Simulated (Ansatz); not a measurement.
Molecule: C3H2NS, charge 0, multiplicity 2. SMILES: c1s[c]nc1
Geometry from a B3LYP-D3(BJ)/def2-TZVP (Ansatz, a quantum-chemistry and plane-wave program) optimisation:
```
C
C 1 1.3576
H 2 1.0776 1 128.49
H 1 1.0787 2 126.27 3 0.00
N 1 1.3895 4 119.78 2 180.00
C 5 1.2515 1 112.24 4 -180.00
S 6 1.7299 5 115.83 1 0.00
```
Charge 0, spin multiplicity 2.

Quantity: enthalpy of formation at 298 K, in kcal/mol. Conventions: 6-311+G** with 5d, 6d on Na to Ar in Ansatz; LANL2DZ with its own core potentials from Na on; open shells spin-unrestricted; spin-orbit terms left out; non-relativistic; dispersion terms only where a functional's name holds one; six Cartesian d functions in 6-31G* and its kin unless marked 5d. First-principles rows: single points at B3LYP-D3(BJ) geometries (Ansatz), with unscaled harmonic terms from B3LYP/6-31G* (Ansatz) at its own minima, enthalpies of formation by atomisation with measured atoms.

| level | program | enthalpy of formation at 298 K (kcal/mol) |
|---|---|---|
| B3LYP/STO-3G | Ansatz | 28.6 |
| B3LYP/3-21G | Ansatz | 155.3 |
| B3LYP/LANL2DZ | Ansatz | 175.8 |
| B3LYP/6-31G | Ansatz | 160.6 |
| B3LYP/6-31G* | Ansatz | 106.3 |
| B3LYP/6-31+G* | Ansatz | 113.2 |
| B3LYP/6-31G** | Ansatz | 104.3 |
| B3LYP/def2-SVP | Ansatz | 93.8 |
| B3LYP/cc-pVDZ | Ansatz | 113.6 |
| B3LYP/6-311+G** | Ansatz | 111.2 |
| B3LYP/def2-TZVPD | Ansatz | 99.7 |

No value to compare with is used here. The 10 habitual levels span 28.6 (B3LYP/STO-3G) to 175.8 kcal/mol (B3LYP/LANL2DZ); B3LYP/def2-TZVPD gives 99.7.

The sets are all those run for this method; left out are runs that failed, that the program found above a lower state of the same kind, or whose <S^2> lies over 0.5 above the pure value.
